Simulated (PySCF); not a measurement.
C2H8FNSi2, SMILES C=C[Si@H](N)[SiH2]F. Atoms are numbered in the order given.

```xyz
14

C     -2.5260    -0.8531     0.0795
C     -1.6139    -0.4587     0.9795
Si    -0.2618     0.7686     0.5700
N     -0.7483     1.6601    -0.8414
Si     1.7483    -0.3247     0.0356
F      1.4804    -1.3859    -1.1834
H     -2.5196    -0.4584    -0.9425
H     -3.3095    -1.5803     0.3210
H     -1.6530    -0.8855     1.9906
H      0.0150     1.5772     1.8074
H     -1.6180     2.1866    -0.8231
H     -0.0565     2.1319    -1.4152
H      2.8023     0.6273    -0.4309
H      2.2828    -1.0903     1.2004
```
Charge 0, spin multiplicity 1.

Geometry: B3LYP-D3(BJ)/def2-SVP. The structure was generated by enumeration; whether it is a known compound was not checked. The values are those of a single conformer.

Level of theory: CAM-B3LYP/def2-TZVP (PySCF).

ESP charges are fitted to the potential on shells at 1.4 to 2.0 van der Waals radii. Atomic charges (e):

```json
[
 {"atom": "C1", "IAO": "-0.27", "ESP fit": "-0.37"},
 {"atom": "C2", "IAO": "-0.44", "ESP fit": "-0.14"},
 {"atom": "Si3", "IAO": "0.79", "ESP fit": "0.42"},
 {"atom": "N4", "IAO": "-0.85", "ESP fit": "-0.97"},
 {"atom": "Si5", "IAO": "0.81", "ESP fit": "0.41"},
 {"atom": "F6", "IAO": "-0.55", "ESP fit": "-0.26"},
 {"atom": "H7", "IAO": "0.15", "ESP fit": "0.19"},
 {"atom": "H8", "IAO": "0.15", "ESP fit": "0.16"},
 {"atom": "H9", "IAO": "0.15", "ESP fit": "0.11"},
 {"atom": "H10", "IAO": "-0.17", "ESP fit": "-0.13"},
 {"atom": "H11", "IAO": "0.26", "ESP fit": "0.39"},
 {"atom": "H12", "IAO": "0.27", "ESP fit": "0.38"},
 {"atom": "H13", "IAO": "-0.15", "ESP fit": "-0.08"},
 {"atom": "H14", "IAO": "-0.14", "ESP fit": "-0.10"}
]
```

Problem. Give the Mayer and Wiberg (Löwdin basis) orders of the bonds. (The exact figures need the calculation; the answer reports its results.)

Solution. 
```json
[
 {"bond": "C1–C2", "Mayer": "1.89", "Wiberg": "2.21"},
 {"bond": "C2–Si3", "Mayer": "0.97", "Wiberg": "1.11"},
 {"bond": "Si3–N4", "Mayer": "1.10", "Wiberg": "1.50"},
 {"bond": "Si3–Si5", "Mayer": "0.93", "Wiberg": "1.03"},
 {"bond": "Si5–F6", "Mayer": "1.03", "Wiberg": "1.68"},
 {"bond": "C1–H7", "Mayer": "0.95", "Wiberg": "0.89"},
 {"bond": "C1–H8", "Mayer": "0.96", "Wiberg": "0.90"},
 {"bond": "C2–H9", "Mayer": "0.94", "Wiberg": "0.84"},
 {"bond": "Si3–H10", "Mayer": "0.92", "Wiberg": "0.89"},
 {"bond": "N4–H11", "Mayer": "0.92", "Wiberg": "0.95"},
 {"bond": "N4–H12", "Mayer": "0.92", "Wiberg": "0.96"},
 {"bond": "Si5–H13", "Mayer": "0.93", "Wiberg": "0.95"},
 {"bond": "Si5–H14", "Mayer": "0.94", "Wiberg": "0.95"}
]
```
